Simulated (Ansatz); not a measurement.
Computed with Ansatz on PBE0-D4/def2-TZVP structures; ΔE is electronic, products minus reactants. CBS: MP2 limit from def2 TZ/QZ plus the TZ coupled-cluster correction, frozen cores. This one scheme is used for every species. DFT in def2-TZVPP. B3LYP here is the variant with VWN-RPA as its local correlation; programs differ in this. def2 core potentials past Kr. For In outer-core shells are correlated without core-valence functions, which leaves a few kJ/mol of doubt a bond. One conformer a species, not always the lowest.

Reaction (hydrogenolysis of the In–B bond): `[BH2][InH][CH2]F` + H₂ → `F[CH2][InH2]` + BH₃

| level | ΔE (kcal/mol) |
| --- | --- |
| ωB97M-V | -6.2 |
| r2SCAN | -4.2 |
| B3LYP | -6.8 |
| MP2/def2-TZVPP | -4.5 |
| CCSD/def2-TZVPP | -6.3 |
| CCSD(T)/def2-TZVPP | -5.2 |
| MP2/def2-QZVPP | -4.0 |
| HF/CBS(def2) | -12.7 |

**Question.** What does CCSD(T)/CBS give? (Estimate.)

**Answer.** The calculation gave: -4.5 kcal/mol. The listed levels differ from it by -1.7, 0.3, -2.3, 0.0, -1.8, -0.7, 0.5, -8.2 kcal/mol.

Largest T1 diagnostic among the species: 0.014.

From PBE to PBE0 (25 % exact exchange), in def2-TZVPP and without D4, ΔE moves by −2.0 kcal/mol. In def2-TZVPP, CCSD(T) changes the Hartree–Fock value by +7.4 kcal/mol (the triples alone add +1.0 kcal/mol) and MP2 by +8.2 kcal/mol. The D4 term adds +1.0 kcal/mol with B3LYP and +0.6 kcal/mol with PBE0; it sums over pairs of atoms, weighted by their polarisabilities, and B3LYP, whose exchange is more repulsive, gets the larger term.
